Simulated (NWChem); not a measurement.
System: MgHCl; SMILES [MgH][Cl]

Input file for NWChem:

```
start job
memory heap 200 mb stack 900 mb global 1100 mb
geometry units angstroms noautosym nocenter noautoz
  Mg    -0.001929     1.135785     0.000000
  H     -0.007709     2.829044     0.000000
  Cl     0.001422    -1.075646     0.000000
end
basis spherical
  Mg library def2-tzvp
  H library def2-tzvp
  Cl library def2-tzvp
end
dft
  xc b3lyp
  iterations 150
  vectors input atomic output neutral.movecs
end
task dft energy
charge 1
dft
  odft
  mult 2
  vectors input atomic output cation.movecs
end
task dft energy
```

Structure relaxed at the B3LYP/6-31G* (spherical d) level.

Ions are spin-unrestricted doublets at the neutral geometry; other ion states weren't tried.

### Question
Give the results of this calculation. (B3LYP/def2-TZVP, vertical spin-unrestricted ions.) Quantities: vertical ionisation energy, ΔSCF (eV); −ε(HOMO) (eV).

### Answer
```yaml
vertical ionisation energy, ΔSCF (eV): 10.66
"−ε(HOMO) (eV)": 8.12
```
